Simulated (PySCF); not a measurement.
# Structure from 2D NMR

Compound of formula C₉H₁₀. Correlations simulated from computed shifts and the bond graph:

HSQC (one-bond C–H):
```tsv
δH	δC
7.36	129.7
7.26	131.8
2.86	35.9
1.93	28.5
```

COSY cross peaks (H two or three bonds apart, from the bond graph; peaks can be absent where the dihedral angle is near 90°):
```tsv
δH	δH
7.36	7.26
2.86	1.93
```

HMBC (two and three bonds, from the bond graph):
```tsv
δH	δC
7.36	149.1, 131.8, 35.9
7.26	149.1, 131.8, 129.7
2.86	149.1, 129.7, 35.9, 28.5
1.93	149.1, 35.9
```

Carbons without hydrogens: δ 149.1.

[PySCF 2.14: PBE0/pcSseg-1 with gauge-including orbitals; structure optimised with PBE0-D3(BJ)/def2-SVP; averaged over atoms made equivalent by symmetry, fast rotation or ring inversion; relativity neglected; single conformer; no solvent model]

Chemical shifts δ = σref − σ; TMS for 1H (σ = 31.27 ppm) and 13C (σ = 184.41 ppm), all at this level.

Exchangeable hydrogens are left out of these lists.

**Question.** Which molecule is this?

**Answer.** SMILES c1ccc2c(c1)CCC2.

Atoms are numbered as in `[cH:1]1[cH:2][cH:3][c:4]2[c:5]([cH:6]1)[CH2:7][CH2:8][CH2:9]2`. Hydrogens are named by the atom that carries them.

δC 149.1 is C4/C5, a substituted aromatic carbon. δC 131.8 is C1/C2, an aromatic CH (δH 7.26). δC 129.7 is C3/C6, an aromatic CH (δH 7.36). δC 35.9 is C7/C9, an sp3 CH2 on an aromatic ring (δH 2.86). δC 28.5 is C8, an sp3 CH2 in a ring (δH 1.93). HMBC from δH 7.36 reaches the proton-free carbon C4/C5. HMBC from δH 7.26 reaches the proton-free carbon C4/C5. HMBC from δH 2.86 reaches the proton-free carbon C4/C5. HMBC from δH 1.93 reaches the proton-free carbon C4/C5. COSY links 7.36–7.26, 2.86–1.93.

This is the structure that produced the data.

Shifts are as computed. Against solution values, carbons near 30 ppm lie about +2 ppm off and those near 130 ppm about +5 ppm. Of 1211 compounds with measured shifts, 218 miss one by over three times the rms of a fit or turn the order of signals round; such compounds aren't used in these exercises.
